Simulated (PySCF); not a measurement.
NICS in rings of unrelated molecules.

NICS = −σ at a ghost point: NICS(0) at the centroid of the ring atoms, NICS(1) 1 Å to either side along the normal of their mean plane, zz for the tensor component along that normal. Level: GIAO PBE0/pcSseg-1 (PySCF, non-relativistic, gas phase) on the GFN2-xTB geometries, one conformer each. Atom numbers follow the mapped SMILES.

Question: Order these rings by mean NICS(1)zz, lowest (most negative) first (ppm).
A. ring C3–C4–O5–C6–C7–Si8 in `[O:1]=[CH:2][C@H:3]1[CH2:4][O:5][CH2:6][CH2:7][SiH2:8]1`
B. ring C4–C5–C6–C7–O8 in `[CH3:1][CH2:2][O:3][c:4]1[cH:5][cH:6][cH:7][o:8]1`
C. ring C6–C7–C8–C9–C10–N11 in `[CH3:1][N:2]([CH3:3])[C:4](=[S:5])[c:6]1[cH:7][cH:8][cH:9][cH:10][n:11]1`
D. ring C3–C4–N5–C6–C7–C8 in `[CH:1]#[C:2][c:3]1[cH:4][n:5][cH:6][cH:7][c:8]1[O-:9]` (charge -1)
E. ring C3–C4–C5–N6–C7–C8 in `[CH:1]#[C:2][c:3]1[cH:4][cH:5][n:6][cH:7][c:8]1[O-:9]` (charge -1)
F. ring C2–C3–C4–C5–C7–C8 in `[O:1]=[C:2]1[CH2:3][CH2:4][C:5](=[O:6])[CH2:7][CH2:8]1`

Answer: C (-25.8), B (-23.2), E (-15.6), D (-14.0), F (1.0), A (3.1).

```
              SMILES                                                    ring  NICS(0)  NICS(1)  NICS(1)zz  HOMA  rms pucker (Å)  ring atoms with four or more neighbours
  CN(C)C(=S)c1ccccn1       6-membered ring with N; formal bonds all aromatic     -6.9    -10.5      -25.8  0.99            0.01                                        0
          CCOc1ccco1       5-membered ring with O; formal bonds all aromatic    -12.1     -9.2      -23.2  0.38            0.00                                        0
     C#Cc1ccncc1[O-]       6-membered ring with N; formal bonds all aromatic     -3.3     -6.9      -15.6  0.73            0.00                                        0
     C#Cc1cnccc1[O-]       6-membered ring with N; formal bonds all aromatic     -3.5     -6.6      -14.0  0.69            0.00                                        0
      O=C1CCC(=O)CC1          6-membered carbocycle; formal bonds all single      3.3     -1.2        1.0     –            0.28                                        4
O=C[C@H]1COCC[SiH2]1  6-membered ring with O and Si; formal bonds all single     -1.4     -1.1        3.1     –            0.24                                        5
```

NICS(0) gives another order. The isotropic NICS(1) gives the same order. Over the 4 rings with a HOMA value its correlation coefficient with NICS(1)zz is -0.14. HOMA uses Krygowski's 1993 parameters; it is left out where a ring has a four-coordinate atom, a triple bond, no multiple bond or a kind of bond without parameters. NICS(1) and NICS(1)zz are means over the two faces.
